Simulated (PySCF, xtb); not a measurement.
C4H4OSe, SMILES O=C1[Se]CC1=C.

xtb with GFN2-xTB at its own geometry gives an orbital gap of 2.30 eV and a dipole moment of 4.11 D.

Coordinates come from a PBE0-D3(BJ)/def2-SVP optimisation. This is a generated structure with no PubChem entry under its InChIKey; it may be hypothetical.

**Question.** What does CAM-B3LYP/def2-TZVP (PySCF) give? (Estimate from the structure and the level; the computed values follow.)

**Answer.** gap 7.36 eV (levels -8.33 and -0.96 eV), dipole 3.61 D.
